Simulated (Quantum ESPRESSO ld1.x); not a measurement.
Values are calculated unless marked as measured or tabulated.
Species: K6+. Configuration: [Ne] 3s2 3p1 (the NIST ground configuration).

Level of theory: Dirac Kohn-Sham, PBE, spin-unpolarised, spherical densities, point nucleus; open shells fill j = l - 1/2 first (ld1.x of Quantum ESPRESSO 7.5).

Energy parts (eV):
total: -16059.4
kinetic: 16178.1
electron-nucleus: -36802.0
Hartree: 5387.6
exchange-correlation: -823.1

Orbitals (lengths in bohr, moments of r in powers of bohr; r(max) is where P^2 peaks):
orbital	occ.	eigenvalue (eV)	r(max)
1s1/2	2	-3638.46	0.05301
2s1/2	2	-463.754	0.3172
2p1/2	2	-393.173	0.2601
2p3/2	4	-390.233	0.2621
3s1/2	2	-126.357	1.005
3p1/2	1	-107.807	1.029
3p3/2	0	-107.376	1.033
3d3/2	0	-80.2444	0.9949
3d5/2	0	-80.1990	0.9957
4s1/2	0	-55.1616	2.265

The highest occupied level is 3p1/2 at -107.81 eV. The density falls to 0.001 e/bohr^3 at r = 2.40 bohr. Summed over all electrons, <r^2> = 5.605 bohr^2, which gives a Langevin (diamagnetic) susceptibility term of -4.44 x 10^-6 cm^3/mol. For comparison, the ionisation energy in NIST's Atomic Spectra Database is 117.6 eV (measured). In exact Kohn-Sham theory the highest level is minus the ionisation energy, but local and semilocal functionals leave it too shallow, through self-interaction and a potential that decays too fast; potentials with the right tail come closer.

Beside tabulated values, note that spin-unpolarised runs miss the spin-polarisation part of the exchange energy of open shells.
